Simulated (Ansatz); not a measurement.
`[NH2][GeH2][SiH2]O` + `C#CC#CC` → `CC#[C][GeH2][NH2]` + `C#C[SiH2]O`  (formal exchange of groups at a Ge–Si bond)

Gas-phase electronic energies from Ansatz, PBE0-D4/def2-TZVP geometries. CCSD(T)/CBS adds triple-zeta CCSD(T) − MP2 to the extrapolated MP2 energy (def2 sets, frozen cores). For Ge outer-core shells are correlated without core-valence functions, which leaves a few kJ/mol of doubt a bond. Scalar relativity is left out up to krypton. One conformer a species, not always the lowest.

`[NH2][GeH2][SiH2]O`:

Cartesian coordinates in Å:
```
N -0.727 -0.735 -1.246
Ge 0.899 0.027 -0.684
Si 0.153 0.675 1.498
O -1.327 -0.043 1.502
H -1.240 -0.148 -1.891
H -0.614 -1.640 -1.682
H 1.945 -1.103 -0.726
H 1.337 1.136 -1.664
H 0.049 2.150 1.662
H 1.017 0.154 2.591
H -1.493 -0.473 0.640
```

`C#CC#CC`:

Cartesian coordinates in Å:
```
C -1.128 2.630 -1.366
C -0.699 1.631 -0.846
C -0.213 0.500 -0.259
C 0.216 -0.501 0.261
C 0.729 -1.700 0.883
H -1.507 3.512 -1.825
H 1.700 -1.513 1.348
H 0.855 -2.498 0.146
H 0.046 -2.060 1.658
```

`CC#[C][GeH2][NH2]`:

```xyz
12

C    -0.377    1.247   -2.448
C    -0.273    0.423   -1.261
C    -0.187   -0.267   -0.271
Ge   -0.035   -1.325    1.305
N     0.755   -0.439    2.709
H    -0.168    2.294   -2.215
H     0.333    0.921   -3.212
H    -1.382    1.190   -2.874
H    -1.444   -1.727    1.758
H     0.839   -2.545    0.989
H     0.236    0.376    3.009
H     1.704   -0.148    2.513
```

`C#C[SiH2]O`:

Cartesian coordinates in Å:
```
C 1.435 1.092 -1.191
C 0.682 0.582 -0.398
Si -0.478 -0.185 0.789
O -0.983 -1.656 0.263
H 2.104 1.543 -1.888
H -1.609 0.760 0.965
H 0.208 -0.424 2.076
H -1.359 -1.711 -0.617
```

| species | CCSD/CBS(def2) energy (Eh) |
| --- | --- |
| `[NH2][GeH2][SiH2]O` | -2499.30006 |
| `C#CC#CC` | -192.49995 |
| `CC#[C][GeH2][NH2]` | -2249.10008 |
| `C#C[SiH2]O` | -442.72174 |

Work out ΔE.

ΔE = (-2249.10008) + (-442.72174) − (-2499.30006) − (-192.49995) = -0.02181 Eh = -13.7 kcal/mol. CCSD(T)/CBS gives -12.3 kcal/mol.

Largest T1 diagnostic among the species: 0.013.

The D4 term adds +0.7 kcal/mol with B3LYP and +0.4 kcal/mol with PBE0; it sums over pairs of atoms, weighted by their polarisabilities, and B3LYP, whose exchange is more repulsive, gets the larger term. From PBE to PBE0 (25 % exact exchange), in def2-TZVPP and without D4, ΔE moves by −4.0 kcal/mol. In def2-TZVPP, CCSD(T) changes the Hartree–Fock value by +6.7 kcal/mol (the triples alone add +1.4 kcal/mol) and MP2 by +7.0 kcal/mol.

B3LYP here is the variant with VWN-RPA as its local correlation; programs differ in this.
